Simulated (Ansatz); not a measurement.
`C[Se]C[SiH3]` → `CC[SiH2][SeH]`  (isomerisation)

Calculated with Ansatz (gas phase, PBE0-D4/def2-TZVP geometries, no zero-point term in ΔE). CBS: MP2 limit from def2 TZ/QZ plus the TZ coupled-cluster correction, frozen cores. Functionals use def2-TZVPP. For Se outer-core shells are correlated without core-valence functions, which leaves a few kJ/mol of doubt a bond. Scalar relativity is left out up to krypton. Each species was taken in one conformer, which may not be the lowest.

(1) Is it downhill or uphill in electronic energy at CCSD(T)/CBS, and by how much? (Estimate.)

(2) What do these levels give: ωB97M-V, r2SCAN, PBE0, CCSD(T)/def2-TZVPP, MP2/def2-QZVPP, CCSD/CBS(def2)? (Estimate.)

Largest T1 diagnostic among the species: 0.009.

Answers

(1) The calculation gave: Downhill: ΔE = -106.1 kJ/mol.

(2) Ansatz gave: ωB97M-V -107.6, r2SCAN -109.4, PBE0 -110.3, CCSD(T)/def2-TZVPP -101.2, MP2/def2-QZVPP -104.1, CCSD/CBS(def2) -107.9 kJ/mol.

From PBE to PBE0 (25 % exact exchange), in def2-TZVPP and without D4, ΔE moves by −4.6 kJ/mol. In def2-TZVPP, CCSD(T) changes the Hartree–Fock value by +6.9 kJ/mol (the triples alone add +1.7 kJ/mol) and MP2 by +6.6 kJ/mol.
